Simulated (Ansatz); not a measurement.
Cost and result for the atomization energy of CH$_{8}$AlFSi$_{2}$, SMILES `C[SiH2][Al]([F])[SiH3]` (13 atoms, 12 bonds).

Z-matrix (Å, degrees):
```
C
Si 1 1.883
H 1 1.092 2 110.7
H 1 1.092 2 111.0 3 -120.0
H 1 1.092 2 111.0 3 120.0
Al 2 2.459 1 112.2 3 -179.5
H 2 1.493 1 109.7 3 58.6
H 2 1.494 1 109.6 3 -58.0
Si 6 2.461 2 126.9 1 1.2
F 6 1.658 2 117.3 1 -178.0
H 9 1.493 6 110.0 2 -89.1
H 9 1.492 6 110.7 2 28.8
H 9 1.490 6 113.3 2 150.2
```

Charge 0, multiplicity 1. All single points use the PBE0-D4/def2-TZVP geometry. It is one conformer, not always the lowest. Program: Ansatz. All runs use 4 threads of an Arm Neoverse V1 on a shared host. Times are those of one run each, without the atoms' runs, and a repeat can differ threefold. Electronic energies, without spin–orbit coupling; frozen cores. CCSD(T)/CBS adds CCSD(T) − MP2 in def2-TZVPP to the MP2 limit, and its time is that of the two runs behind it. T1 = 0.013. B3LYP takes the VWN-RPA correlation (the form of Gaussian; ORCA's B3LYP/G).

CCSD(T)/CBS is a level of theory with its own doubt, some kJ/mol a heavy atom from the limit and from the frozen cores, so smaller differences don't rank the functionals.

| level | functions | wall time |
| --- | --- | --- |
| PBE-D4/def2-TZVPP (with forces) | 300 | 3.6 s |
| PBE0-D4/def2-TZVPP | 300 | 4.5 s |
| r2SCAN-D4/def2-TZVPP (with forces) | 300 | 6.5 s |
| B3LYP-D4/def2-TZVPP (with forces) | 300 | 7.5 s |
| B2PLYP/def2-TZVPP | 300 | 8 s |
| ωB97X-V/def2-TZVPP | 300 | 12 s |
| ωB97M-V/def2-TZVPP (with forces) | 300 | 17 s |
| MP2/def2-QZVPP | 564 | 32 s |
| CCSD(T)/def2-TZVPP | 300 | 4.3 min |
| CCSD(T)/CBS(def2) | – | 4.9 min |

What atomization energy does each give, and how far from CCSD(T)/CBS? (Estimate.)

Ansatz gave: 
| level | atomization (kcal/mol) | difference from CCSD(T)/CBS | per bond |
| --- | --- | --- | --- |
| PBE-D4/def2-TZVPP (with forces) | 1010.8 | -5.0 | -0.4 |
| PBE0-D4/def2-TZVPP | 1004.1 | -11.7 | -1.0 |
| r2SCAN-D4/def2-TZVPP (with forces) | 1014.8 | -1.0 | -0.1 |
| B3LYP-D4/def2-TZVPP (with forces) | 1010.3 | -5.5 | -0.5 |
| B2PLYP/def2-TZVPP | 999.0 | -16.8 | -1.4 |
| ωB97X-V/def2-TZVPP | 1019.7 | 3.9 | 0.3 |
| ωB97M-V/def2-TZVPP (with forces) | 1011.7 | -4.1 | -0.3 |
| MP2/def2-QZVPP | 1007.1 | -8.7 | -0.7 |
| CCSD(T)/def2-TZVPP | 990.7 | -25.1 | -2.1 |
| CCSD(T)/CBS(def2) | 1015.8 | 0.0 | 0.0 |

In def2-TZVPP, CCSD(T) changes the Hartree–Fock value by +214.8 kcal/mol (the triples alone add +10.0 kcal/mol) and MP2 by +216.1 kcal/mol; breaking electron pairs costs correlation energy, which Hartree–Fock lacks. From PBE to PBE0 (25 % exact exchange), in def2-TZVPP and without D4, the atomization energy moves by −5.8 kcal/mol: exact exchange takes away binding that semilocal exchange gives to molecules. The D4 term adds +9.9 kcal/mol with B3LYP and +5.3 kcal/mol with PBE0; it sums over pairs of atoms, weighted by their polarisabilities, and B3LYP, whose exchange is more repulsive, gets the larger term.
